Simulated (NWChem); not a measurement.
System meant: MoS2ClF; SMILES [Cl][Mo]([F])(=[S])=[S]

NWChem input:

```
start job
memory heap 200 mb stack 900 mb global 1100 mb
geometry units angstroms noautoz
  Mo    -0.201165     0.064842     0.000000
  S      0.620302     0.987536    -1.687007
  S      0.620302     0.987536     1.687007
  F     -2.017466     0.295103     0.000000
  Cl     0.416214    -2.093820     0.000000
end
basis spherical
  * library def2-svp
end
dft
  xc pbe0
  iterations 150
  mulliken
end
task dft energy
```

End of the output:

```
             Northwest Computational Chemistry Package (NWChem) 7.3.0
             --------------------------------------------------------

 CS  symmetry detected

                             Geometry "geometry" -> ""
                             -------------------------

 Output coordinates in angstroms (scale by  1.889725989 to convert to a.u.)

  No.       Tag          Charge          X              Y              Z
 ---- ---------------- ---------- -------------- -------------- --------------
    1 Mo                  42.0000    -0.20236596    -0.05838994     0.00000000
    2 S                   16.0000     0.65213465    -0.95057880    -1.68700700
    3 S                   16.0000     0.65213465    -0.95057880     1.68700700
    4 F                    9.0000    -2.00908447    -0.35459535     0.00000000
    5 Cl                  17.0000     0.33604833     2.12130924     0.00000000

 Effective nuclear repulsion energy (a.u.)     810.9009799946

      Symmetry information
      --------------------

 Group name             Cs
 Group number              2
 Group order               2
 No. of unique centers     4

                                 NWChem DFT Module
                                 -----------------

 Summary of "ao basis" -> "ao basis" (spherical)
 ------------------------------------------------------------------------------
       Tag                 Description            Shells   Functions and Types
 ---------------- ------------------------------  ------  ---------------------
 Mo                         def2-svp                11       31   5s3p2d1f
 S                          def2-svp                 8       18   4s3p1d
 F                          def2-svp                 6       14   3s2p1d
 Cl                         def2-svp                 8       18   4s3p1d

      Symmetry analysis of basis
      --------------------------

        a'         62
        a"         37

            General Information
            -------------------
          SCF calculation type: DFT
          Wavefunction type:  closed shell.
          No. of atoms     :     5
          No. of electrons :   100
           Alpha electrons :    50
            Beta electrons :    50
          Charge           :     0
          Spin multiplicity:     1
          Use of symmetry is: on ; symmetry adaption is: on
          Maximum number of iterations: 150
          AO basis - number of functions:    99
                     number of shells:    41
          Convergence on energy requested:  1.00D-06
          Convergence on density requested:  1.00D-05
          Convergence on gradient requested:  5.00D-04

              XC Information
              --------------
                         PBE0 Method XC Functional
                     Hartree-Fock (Exact) Exchange  0.250
          PerdewBurkeErnzerhof Exchange Functional  0.750
            Perdew 1991 LDA Correlation Functional  1.000 local
           PerdewBurkeErnz. Correlation Functional  1.000 non-local

             Grid Information
             ----------------
          Grid used for XC integration:  medium
          Radial quadrature: Mura-Knowles
          Angular quadrature: Lebedev.
          Tag              B.-S. Rad. Rad. Pts. Rad. Cut. Ang. Pts.
          ---              ---------- --------- --------- ---------
          Mo                  1.45      123           8.0       590
          S                   1.00       88          10.0       590
          F                   0.50       49           9.0       434
          Cl                  1.00       88          10.0       590
          Grid pruning is: on
          Number of quadrature shells:   348
          Spatial weights used:  Erf1

      Superposition of Atomic Density Guess
      -------------------------------------

 Sum of atomic energies:       -2137.63750468

      Non-variational initial energy
      ------------------------------

 Total energy =   -2146.094274
 1-e energy   =   -4529.713984
 2-e energy   =    1572.718730
 HOMO         =      -1.212233
 LUMO         =      -1.177195

      Symmetry analysis of molecular orbitals - initial
      -------------------------------------------------

  Numbering of irreducible representations:

     1 a'          2 a"

  Orbital symmetries:

     1 a'          2 a'          3 a"          4 a'          5 a'
     6 a'          7 a"          8 a'          9 a'         10 a'
    11 a"         12 a'         13 a'         14 a'         15 a"
    16 a"         17 a'         18 a'         19 a"         20 a'
    21 a'         22 a"         23 a'         24 a'         25 a"
    26 a"         27 a'         28 a'         29 a'         30 a"
    31 a"         32 a'         33 a"         34 a'         35 a'
    36 a"         37 a'         38 a'         39 a'         40 a"
    41 a'         42 a'         43 a"         44 a'         45 a'
    46 a"         47 a'         48 a'         49 a"         50 a'
    51 a"         52 a"         53 a'         54 a'         55 a'
    56 a'         57 a"         58 a"         59 a'         60 a'

     ---------------------------------------------
      Total Density - Mulliken Population Analysis
     ---------------------------------------------

    Atom       Charge   Shell Charges
 -----------   ------   -------------------------------------------------------
    1 Mo  42    50.76   2.00  2.01  2.03  2.63 -0.42  6.04  8.82 -0.20 10.31  3.34 14.22
    2 S   16    13.26   2.00  1.99  1.16  0.90  5.93  1.29 -0.34  0.34
    3 S   16    13.26   2.00  1.99  1.16  0.90  5.93  1.29 -0.34  0.34
    4 F    9     9.58   1.99  1.17  0.66  3.85  1.85  0.06
    5 Cl  17    13.14   2.00  1.99  0.97  1.03  5.91  0.88  0.22  0.14

   convergence    iter        energy       DeltaE   RMS-Dens  Diis-err
 ---------------- ----- ----------------- --------- --------- ---------
 d= 0,ls=0.0,diis     1  -2181.7047816842 -2.99D+03  6.42D-01  3.30D+01
 d= 0,ls=0.0,diis     2  -2164.2047032292  1.75D+01  1.84D-01  1.08D+02
 d= 0,ls=0.0,diis     3  -2187.5039206350 -2.33D+01  1.16D-01  1.00D+01
 d= 0,ls=0.0,diis     4  -2185.9031650815  1.60D+00  6.72D-02  2.82D+01
 d= 0,ls=0.0,diis     5  -2188.5875579870 -2.68D+00  3.73D-02  1.54D-01
 d= 0,ls=0.0,diis     6  -2188.4998527001  8.77D-02  2.20D-02  6.87D-01
 d= 0,ls=0.0,diis     7  -2188.6140790947 -1.14D-01  2.44D-03  1.75D-02
  Resetting Diis
 d= 0,ls=0.0,diis     8  -2188.6159693791 -1.89D-03  8.67D-04  3.64D-03
 d= 0,ls=0.0,diis     9  -2188.6163585480 -3.89D-04  7.89D-04  3.95D-04
 d= 0,ls=0.0,diis    10  -2188.6162467837  1.12D-04  4.92D-04  1.63D-03
 d= 0,ls=0.0,diis    11  -2188.6164020699 -1.55D-04  1.05D-04  1.21D-05
 d= 0,ls=0.0,diis    12  -2188.6164037593 -1.69D-06  5.21D-05  1.53D-06
 d= 0,ls=0.0,diis    13  -2188.6164039281 -1.69D-07  1.98D-05  4.03D-07
 d= 0,ls=0.0,diis    14  -2188.6164040048 -7.67D-08  6.78D-06  2.65D-08

[...]
```

Find the fault in this run and fix the input.

The run ends normally but its numbers are meaningless: the def2 basis of a heavy element holds valence functions alone and wants its effective core potential (without it all electrons must fit into that basis). This input runs:
```
start job
memory heap 200 mb stack 900 mb global 1100 mb
geometry units angstroms noautoz
  Mo    -0.201165     0.064842     0.000000
  S      0.620302     0.987536    -1.687007
  S      0.620302     0.987536     1.687007
  F     -2.017466     0.295103     0.000000
  Cl     0.416214    -2.093820     0.000000
end
basis spherical
  * library def2-svp
end
ecp
  Mo library def2-ecp
end
dft
  xc pbe0
  iterations 150
  mulliken
end
task dft energy
```
It converges to -1423.79822 Ha (PBE0/def2-SVP with def2 effective core potentials on Mo). The faulty run gave -2188.616 Ha, with all electrons squeezed into the valence basis.
